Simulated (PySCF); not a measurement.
**C₆ coefficients of unlike pairs at LC-wPBE**

Calculated with PySCF 2.14 from the dipole response of each species, C₆(A,B) = (3/π) ∫ α_A(iu) α_B(iu) du, in atomic units, from isotropic polarisabilities. For ions this is the dispersion term alone; charge-induced terms of lower order in 1/R come first.

```csv
species,configuration,basis,relativity,α (bohr³),C₆ (like pair)
Sr²⁺,[Kr] (1S),aug-cc-pwCVTZ-X2C (10s9p7d3f),spin-free X2C,5.870,28.58
O⁺,[He] 2s2 2p3 (4S),aug-cc-pV5Z (7s6p5d4f3g2h),none,2.661,5.220
P⁺,[Ne] 3s2 3p2 (3P),aug-cc-pVDZ-DK (5s4p2d),spin-free X2C,14.15,73.13
Si²⁺,[Ne] 3s2 (1S),"x2c-TZVPPall with one added diffuse shell each of s, p, d type (6s6p4d1f)",spin-free X2C,12.03,41.86
```

(1) Estimate C₆ for P⁺ with Sr²⁺.

No spin-orbit coupling is included.

The other pairs:

| pair | C₆ |
| --- | --- |
| Si²⁺, Sr²⁺ | 30.68 |
| Si²⁺, P⁺ | 54.97 |
| O⁺, Sr²⁺ | 12.20 |
| P⁺, O⁺ | 18.18 |
| Si²⁺, O⁺ | 13.28 |

Results:

(1) The integral gives 42.22. The combination rule 2 C_A C_B / (C_A α_B/α_A + C_B α_A/α_B) gives 42.13 and the geometric mean 45.72.
